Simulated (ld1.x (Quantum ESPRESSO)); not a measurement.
**u(r) = r·R(r): atom against pseudo-atom (zirconium)**

Columns: radius, all-electron u(r) and pseudo u(r) of the 5s shell (level -4.60 eV) of zirconium in the configuration [Ar] 3d10 4s2 4p6 4d2 5s2 5p0; LDA (PZ), scalar-relativistic, TM scheme, ld1.x (Quantum ESPRESSO) 7.5.

```
r (bohr)  all-electron  pseudo
   0.125       -0.1041  0.0258
   0.250        0.1076  0.0508
   0.375        0.1625  0.0742
   0.500        0.0450  0.0952
   0.625       -0.1076  0.1134
   0.750       -0.2206  0.1288
   0.875       -0.2731  0.1417
   1.000       -0.2699  0.1529
   1.125       -0.2250  0.1638
   1.250       -0.1530  0.1758
   1.375       -0.0665  0.1908
   1.500        0.0251  0.2104
   1.625        0.1155  0.2363
   1.750        0.2004  0.2697
   1.875        0.2773  0.3105
   2.000        0.3451  0.3572
   2.125        0.4034  0.4062
   2.250        0.4524  0.4526
   2.375        0.4923  0.4923
   2.500        0.5241  0.5241
   2.625        0.5484  0.5484
   2.750        0.5660  0.5660
   2.875        0.5775  0.5775
   3.000        0.5839  0.5839
   3.125        0.5857  0.5857
   3.250        0.5835  0.5835
```

Question: How many radial nodes do the two functions have?

Answer: The all-electron 5s function has n − l − 1 = 4 (the table is too coarse to show those close to the nucleus); the pseudo-wave has 0, since the states of the same l below it are removed with the core.

Question: At about which radius was the pseudo-wave matched?

Answer: 2.45 bohr. The columns agree to 0.0005 from 2.25 bohr on; several derivatives are matched, so the curves merge somewhat inside the radius.

Question: Where does each function peak?

Answer: Outermost all-electron maximum near 3.12 bohr, pseudo maximum near 3.12 bohr (to the table’s step).

Question: Is the pseudo-wave norm-conserving?

Answer: Yes: the TM scheme keeps the norm inside the radius equal to the all-electron one, which fixes the energy derivative of the logarithmic derivative at the level.
